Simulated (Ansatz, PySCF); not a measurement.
Gas-phase reaction R1 → P1, each structure at its B3LYP-D3(BJ)/def2-TZVP stationary point, reached from a drawn start; harmonic modes at that level show minima.
R1, CHN (SMILES [C-]#[NH+]) (charge 0, multiplicity 1):
```xyz
3

H      0.000     0.000    -1.053
N      0.000     0.000    -0.055
C      0.000     0.000     1.109
```
P1, CHN (SMILES C#N) (charge 0, multiplicity 1, Z-matrix in Å and degrees):
```
C
N 1 1.1462
H 1 1.0667 2 180.00
```

P less R. No zero-point or thermal terms.

Correlated levels freeze the cores.

Programs: Ansatz (Gaussian basis) for Hartree–Fock, density functionals and correlated methods; PySCF for the D3/D4 terms. Each number belongs to the level named beside it.

The comparison value is -14.77 kcal/mol (CCSD(T)/cc-pVQZ). It is a level with limits of its own, not the exact answer.

**Question.** Order these levels by how close they come to the comparison value for the reaction energy, closest first: B3LYP-D4/def2-TZVPP, MP2/cc-pVDZ, r2SCAN-D3(BJ)/def2-TZVPP, CAM-B3LYP-D3(BJ)/def2-TZVPP, PBE-D3(BJ)/def2-TZVPP. Give each level's value less the comparison value.

**Answer.** PBE-D3(BJ)/def2-TZVPP (-0.06 kcal/mol), r2SCAN-D3(BJ)/def2-TZVPP (0.39 kcal/mol), B3LYP-D4/def2-TZVPP (0.89 kcal/mol), CAM-B3LYP-D3(BJ)/def2-TZVPP (1.65 kcal/mol), MP2/cc-pVDZ (-3.65 kcal/mol)

Ansatz is a quantum-chemistry and plane-wave program.
